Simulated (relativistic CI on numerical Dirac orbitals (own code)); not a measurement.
## One change at a time: Eu XLVIII

Base calculation: Dirac-Coulomb-Breit CI, orbitals from a KLI potential per configuration, model QED (radiative potential, 1s self-energy scaled to tabulated hydrogen-like ionisation energies), unscaled Slater integrals.

Configuration list (outside the closed core [Ne]): 3s²3p⁴, 3s3p⁵, 3s²3p³3d, 3p⁶, 3s3p⁴3d, 3p⁵3d, 3s3p³3d², 3s²3p²3d4p, 3p⁵4s, 3s3p³3d4s, 3s²3p³4s, 3p⁵4p, 3s²3p²3d², 3s²3p3d³, 3s3p²3d³, 3s²3p3d²4s, 3p⁴3d², 3p³3d³, 3p³3d²4s, 3s²3p²3d4s, 3s3p²3d²4s, 3s²3p3d4s². Double excitations out of closed p, d and f shells are left out; levels of such configurations are missing from the list, as are those of other unlisted configurations, and high levels can miss mixing partners.

The lowest level and the first level of each name with at least 55 % of one term (blank where a level has no safe partner in the second run):

```
        Level  Base (eV)  Shift (eV)
   3s²3p⁴ ³P2      0.000       0.000
   3s²3p⁴ ¹S0     16.043      -1.420
   3s²3p⁴ ³P1    159.464      +0.539
   3s²3p⁴ ¹D2    167.786      -0.312
3s²3p³3d ³P°0    197.361      +0.216
   3s3p⁵ ³P°2    304.527      +2.158
   3s²3p⁴ ³P0    333.306      -0.218
3s²3p³3d ³G°5    394.228      +0.216
3s²3p²3d² ³P0    407.988      +0.100
   3s3p⁵ ³P°0    468.009      +2.384
  3s3p⁴3d ⁵F5    519.605      +3.051
```

At this charge energies of transitions that change n are usually good to better than 1 %, and those within a shell (Δn = 0) to a few per cent.

Problem. One thing was changed in a second run, which moved the levels as shown. Which?
A. Breit term removed
B. QED terms removed
C. valence Slater integrals scaled by 0.9
D. configuration mixing switched off
E. only the first 3 configurations

Solution. C. Valence Slater integrals scaled by 0.9. Scaling acts on the splittings between terms and on the mixing, and leaves the fine structure of pure LS terms nearly alone; in jj coupling it moves the levels of one term differently.

LS names give the leading component of a level, which can be under half, so a name can repeat, a term be missing and a line seem to break the LS rules.
